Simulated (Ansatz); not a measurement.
CH7ClSiSn, SMILES `[SiH3][CH2][SnH2][Cl]`, relaxed with RKS PBE-D4/def2-SVP in the Gaussian-basis code of Ansatz from a rough embedded geometry. The force threshold is 0.03 eV/Å; the program also tests the step.

The species carries charge 0 and has multiplicity 1. Sn takes the def2 core potential.

Start:

```xyz
11

Si   -1.152    1.050    0.250
C     0.608    0.709   -0.038
Sn    0.847   -1.393   -0.306
Cl    0.180   -2.576    1.544
H    -1.625    0.345    1.508
H    -1.379    2.533    0.493
H    -2.007    0.636   -0.879
H     0.909    1.238   -0.985
H     1.220    1.073    0.800
H    -0.142   -1.891   -1.696
H     2.541   -1.722   -0.691
```

| step | energy (eV) | largest force (eV/Å) | largest move (Å) |
| --- | --- | --- | --- |
| 1 | -27364.9757 | 1.721 | 0.000 |
| 2 | -27365.1621 | 0.775 | 0.192 |
| 3 | -27365.2162 | 0.327 | 0.071 |
| 4 | -27365.2227 | 0.100 | 0.032 |
| 5 | -27365.2237 | 0.015 | 0.019 |

End:

```xyz
11

Si   -1.229    1.119    0.302
C     0.584    0.704   -0.052
Sn    0.919   -1.405   -0.435
Cl    0.240   -2.542    1.544
H    -1.699    0.395    1.531
H    -1.416    2.601    0.501
H    -2.075    0.687   -0.868
H     0.944    1.252   -0.949
H     1.236    0.985    0.801
H    -0.092   -1.998   -1.706
H     2.587   -1.798   -0.670
```

It took 7.5 s on 4 threads of an Arm Neoverse V1 on a shared host, with 0.16 GiB of host memory at the peak.
